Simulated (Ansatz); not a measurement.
Which method gave which barrier?

Saddle point of BAsNH$_{7}$O$_{2}$, closed shell (BNH₄O₂ ([NH2][B]([OH])[OH]) + AsH₃ → BAsH₄O₂ ([OH][B]([OH])[AsH2]) + NH₃ (still joined by a long B–N bond); bonds formed: B1–As6, N2–H5; bonds broken: H5–As6; bonds weakened to dative contacts: B1–N2), PBE0-D4/def2-TZVP structure:

```
12
angstrom
B -0.0780 -0.6854 -0.7128
N 1.1716 0.1980 -0.4722
O -0.5485 -0.5891 -1.9731
O -0.3689 -1.7018 0.1348
H 0.6423 0.8570 0.2348
As -1.3082 1.2966 1.1720
H 1.9595 -0.2837 -0.0449
H 1.4653 0.7079 -1.3021
H -1.3474 -1.1062 -2.1096
H -0.3239 -1.4320 1.0597
H -0.9309 0.3721 2.3417
H -0.3329 2.3665 1.6715
```

Ansatz 0.2.0; basis: def2-TZVPP, with def2-QZVPP for the basis limit; cores frozen in the correlated methods. Filled d shells of the heavier atoms are correlated. The def2 sets are not built for correlating such inner shells, so the correlated values are less sure here. B3LYP uses VWN-RPA correlation. Extrapolation: Hartree–Fock as exp(−7.88 √X), correlation as X^−2.97. Four methods, as single points on the PBE0-D4 structures, gave these electronic barriers from the start structure: 1.542, 1.811, 1.897, 2.312 eV.

The methods were, in alphabetical order, B3LYP-D4, CCSD(T), HF, PBE-D4. Which gave which? (A judgement: the text doesn't fix the answer.)

The calculation gives: PBE-D4 1.542; B3LYP-D4 1.811; CCSD(T) 1.897; HF 2.312 eV. For comparison, CCSD(T) at an estimated basis limit (MP2 extrapolated from triple and quadruple zeta, plus CCSD(T) − MP2 in triple zeta) gives 1.831 eV.

The T1 diagnostic stays at or below 0.013.

Labels in which every atom is bracketed show which atoms are joined, not bond orders.

For scale, one of the runs: CCSD(T)/def2-TZVPP, 270 basis functions, launched by `ansatz run in.yaml --threads 8 --pin off --events-out ev --progress --plain --max-ram 19148MiB`. Time: 3.6 min of wall clock on 8 CPU threads of an Arm Neoverse V1; the host was shared. Peak host memory: 7.6 GiB.
